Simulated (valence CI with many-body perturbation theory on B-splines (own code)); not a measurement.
**Which ion has this spectrum?**

A relativistic CI+MBPT calculation for an atom or ion with 13 electrons gives these levels (cm⁻¹):

| J | Parity | E | g |
| --- | --- | --- | --- |
| 1/2 | odd | 0 | 0.66 |
| 3/2 | odd | 18863 | 1.33 |
| 1/2 | even | 225017 | 2.66 |
| 3/2 | even | 232726 | 1.73 |
| 5/2 | even | 242325 | 1.59 |
| 3/2 | even | 299276 | 0.80 |
| 5/2 | even | 301509 | 1.21 |
| 1/2 | even | 364938 | 1.71 |
| 1/2 | even | 388797 | 0.96 |
| 3/2 | even | 396820 | 1.33 |
| 3/2 | even | 473212 | 0.80 |
| 5/2 | even | 475197 | 1.20 |
| 3/2 | odd | 576407 | 0.86 |
| 5/2 | odd | 580253 | 1.20 |

The energies are calculated, with errors of perhaps 300 cm⁻¹, more in some levels.

Q: Which is it?
A. V10+
B. Fe13+
C. Co14+
D. Cu16+

A: B. Fe13+, ground level 3s²3p ²P°_1/2.
